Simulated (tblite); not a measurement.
C6H11AsSi.
SMILES with atom numbers: `[AsH2:1][SiH2:2][CH2:3][C:4]#[C:5][CH:6]1[CH2:7][CH2:8]1` (hydrogens: H9, H10 on As1; H11, H12 on Si2; H13, H14 on C3; H15 on C6; H16, H17 on C7; H18, H19 on C8)

Computed with GFN2-xTB (tblite), gas phase: L-BFGS steps from a force-field or distance-geometry start until the largest atomic force falls under 0.01 eV/Å.

Step 22: E = -611.1960 eV
```
atom  x, y, z in Å  |  force x, y, z in eV/Å
As1    -3.4878    1.4056   -0.1207   -0.011   0.049   0.052
Si2    -2.8872   -0.8309    0.0540    0.060  -0.098  -0.016
C3     -1.3304   -1.0459   -1.0515    0.065   0.003  -0.031
C4     -0.1646   -0.5313   -0.3729    0.001   0.011   0.008
C5      0.7669   -0.0888    0.2455   -0.063   0.004  -0.061
C6      1.9154    0.4680    0.8936   -0.034  -0.063  -0.005
C7      3.0258    1.0191    0.0374   -0.026   0.008  -0.002
C8      3.2411   -0.2422    0.8105    0.028   0.021  -0.016
H9     -2.6063    1.8086    1.0239   -0.035  -0.011  -0.019
H10    -4.6355    1.2128    0.8273    0.015   0.038   0.022
H11    -3.9454   -1.7005   -0.4968    0.011   0.003  -0.016
H12    -2.5578   -1.3520    1.3925   -0.026   0.027  -0.036
H13    -1.4716   -0.4889   -1.9861    0.006  -0.019   0.036
H14    -1.1662   -2.0905   -1.3226   -0.002   0.005   0.073
H15     1.6876    0.9802    1.8232    0.019   0.020  -0.035
H16     3.5206    1.9237    0.3546    0.026   0.010   0.046
H17     2.9067    0.9418   -1.0325    0.003  -0.007  -0.022
H18     3.8847   -0.2055    1.6762    0.004  -0.016   0.029
H19     3.2942   -1.1740    0.2675   -0.042   0.017  -0.009
```

Step 23: E = -611.1972 eV
```
atom  x, y, z in Å  |  force x, y, z in eV/Å
As1    -3.4896    1.4071   -0.1191   -0.011   0.037   0.070
Si2    -2.8876   -0.8315    0.0492    0.039  -0.067  -0.012
C3     -1.3284   -1.0489   -1.0519    0.021  -0.010  -0.014
C4     -0.1665   -0.5308   -0.3715    0.013   0.008  -0.007
C5      0.7653   -0.0883    0.2458   -0.032   0.020  -0.047
C6      1.9143    0.4683    0.8931   -0.001  -0.031  -0.012
C7      3.0263    1.0206    0.0377   -0.010   0.001   0.001
C8      3.2400   -0.2424    0.8099    0.023   0.031  -0.016
H9     -2.6052    1.8030    1.0267   -0.035  -0.008  -0.029
H10    -4.6352    1.2133    0.8336    0.027   0.033   0.005
H11    -3.9459   -1.7013   -0.4997    0.009  -0.003  -0.019
H12    -2.5631   -1.3416    1.3916   -0.018   0.006  -0.021
H13    -1.4716   -0.4965   -1.9872    0.015   0.016   0.002
H14    -1.1622   -2.0928   -1.3219    0.000  -0.019   0.082
H15     1.6880    0.9836    1.8219    0.017   0.005  -0.043
H16     3.5227    1.9251    0.3573    0.001  -0.027   0.038
H17     2.9134    0.9448   -1.0338   -0.012  -0.008   0.009
H18     3.8848   -0.2086    1.6754   -0.010  -0.013   0.019
H19     3.2906   -1.1740    0.2656   -0.038   0.028  -0.006
```

Step 24: E = -611.1981 eV
```
atom  x, y, z in Å  |  force x, y, z in eV/Å
As1    -3.4909    1.4087   -0.1170   -0.008   0.009   0.054
Si2    -2.8871   -0.8328    0.0455    0.007  -0.015  -0.011
C3     -1.3265   -1.0508   -1.0524   -0.017  -0.018   0.000
C4     -0.1677   -0.5305   -0.3708    0.016   0.003  -0.022
C5      0.7642   -0.0873    0.2451    0.007   0.030  -0.024
C6      1.9136    0.4680    0.8925    0.023   0.004  -0.018
C7      3.0264    1.0217    0.0379    0.006  -0.002   0.003
C8      3.2398   -0.2420    0.8091    0.010   0.023  -0.008
H9     -2.6050    1.7986    1.0281   -0.023  -0.001  -0.018
H10    -4.6341    1.2136    0.8380    0.025   0.026   0.004
H11    -3.9462   -1.7018   -0.5018    0.006  -0.010  -0.024
H12    -2.5674   -1.3341    1.3907   -0.007  -0.013  -0.001
H13    -1.4712   -0.5010   -1.9878    0.021   0.032  -0.026
H14    -1.1599   -2.0948   -1.3194    0.007  -0.037   0.075
H15     1.6885    0.9860    1.8202    0.011  -0.003  -0.040
H16     3.5244    1.9254    0.3599   -0.018  -0.044   0.030
H17     2.9175    0.9467   -1.0345   -0.019  -0.005   0.025
H18     3.8844   -0.2109    1.6753   -0.018  -0.009   0.008
H19     3.2875   -1.1735    0.2643   -0.028   0.028  -0.008
```

Question: Estimate the geometry and energy of step 25. (The exact step hangs on the optimiser's Hessian estimate; all steps are aligned on step 24, rigid shifts and turns removed.)

Answer: E = -611.1988 eV, largest force 0.076 eV/Å
```
atom  x, y, z in Å  |  force x, y, z in eV/Å
As1    -3.4919    1.4101   -0.1148   -0.004  -0.017   0.022
Si2    -2.8865   -0.8341    0.0427   -0.021   0.030  -0.008
C3     -1.3254   -1.0523   -1.0529   -0.033  -0.015   0.007
C4     -0.1683   -0.5302   -0.3708    0.014  -0.001  -0.031
C5      0.7635   -0.0858    0.2440    0.032   0.032  -0.008
C6      1.9133    0.4677    0.8916    0.028   0.030  -0.020
C7      3.0266    1.0225    0.0381    0.017  -0.003   0.002
C8      3.2399   -0.2414    0.8084   -0.006   0.005   0.002
H9     -2.6055    1.7951    1.0287   -0.003   0.009   0.002
H10    -4.6326    1.2140    0.8412    0.012   0.020   0.011
H11    -3.9463   -1.7021   -0.5036    0.005  -0.015  -0.027
H12    -2.5707   -1.3289    1.3899    0.001  -0.027   0.013
H13    -1.4703   -0.5035   -1.9885    0.024   0.026  -0.036
H14    -1.1584   -2.0968   -1.3159    0.010  -0.043   0.062
H15     1.6892    0.9875    1.8182    0.004  -0.005  -0.027
H16     3.5254    1.9248    0.3623   -0.022  -0.038   0.025
H17     2.9197    0.9480   -1.0345   -0.021  -0.002   0.025
H18     3.8836   -0.2128    1.6756   -0.020  -0.006   0.001
H19     3.2848   -1.1725    0.2632   -0.017   0.019  -0.013
```

The energy changes by -0.0007 eV. The first-order estimate −F·Δx gives -0.0009 eV and the mean of the old and new forces, exact on a quadratic surface, -0.0007 eV. The step makes an angle of 64° with the force vector and moves no atom by more than 0.006 Å.

What follows is the cost of the whole relaxation. The run took 3.2 s on one thread of an Intel Xeon at 2.70 GHz, on a shared host.
